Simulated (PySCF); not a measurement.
Compound: C8H9 (doublet state).
Geometry (GFN2-xTB, Å), atoms numbered from 1 in this order:
```xyz
17
C8H9 angstrom
C      2.625   -0.166    0.633
C      1.599   -0.833    0.124
C      0.280   -0.263   -0.163
C     -0.871   -1.166   -0.382
C     -2.012   -0.611    0.022
C     -1.810    0.770    0.586
C     -0.338    0.979    0.417
C      0.214    1.100   -0.924
H      3.571   -0.644    0.822
H      2.552    0.877    0.891
H      1.697   -1.886   -0.107
H     -0.754   -2.161   -0.776
H     -2.988   -1.064   -0.012
H     -2.111    0.792    1.638
H     -2.397    1.528    0.060
H      1.187    1.546   -1.062
H     -0.450    1.215   -1.776
```

The hyperfine couplings belong to this conformer and change with its torsions.

Identity: `C=C[C@@]12C=CC[C]1C2` [radical].

Theory: UKS B3LYP, pcH-1 on C H, non-relativistic, mean-field spin-orbit, GIAO (PySCF). Isolated species at its GFN2-xTB geometry (one conformer only). The geometry wasn't refined by DFT: couplings that depend on bond lengths, twists or pyramidal angles can differ widely from those at the functional's own minimum. The SCF solution wasn't tested for stability.

(1) Give the isotropic g value and a_iso(13C) at C7.

(2) Take this nucleus alone (I = 1/2, g_N = 1.4048) with S = 1/2. Where do its 2 lines fall at 9.515 GHz to first order, to second order and exactly?

(3) What g and a would be read from the two outer exact lines by first-order rules?

Answers

(1) g_iso = 2.00275 and a = +368.76 MHz, or +13.155 mT (Mulliken spin population +0.85). 13C makes up about 1.07 % of the natural element, so this concerns labelled samples or satellites.

(2) B0 = hν/(g μB) = 339.446 mT and a/B0 = 0.0388. B(1) = B0 − a·mI, B(2) = B(1) − a²[I(I+1) − mI²]/(2B0); the exact values solve the Breit–Rabi equation, nuclear Zeeman term included.

```json
{"mI": "−1/2", "first order (mT)": "346.023", "second order (mT)": "345.896", "exact (mT)": "345.898", "exact − first order": "-0.125"}
{"mI": "+1/2", "first order (mT)": "332.868", "second order (mT)": "332.740", "exact (mT)": "332.738", "exact − first order": "-0.130"}
```

(3) Their midpoint, 339.318 mT, gives an apparent g of 2.00350 (true 2.00275), and their distance over 2I an apparent |a| of 13.160 mT (true 13.155).

Other couplings of abundant isotopes, left aside here: 1 × 1H 78 MHz, 1 × 1H 65 MHz, 1 × 1H 25 MHz, 1 × 1H 16 MHz, 1 × 1H 9 MHz, 1 × 1H 5 MHz, 1 × 1H 2 MHz, and 1 smaller.
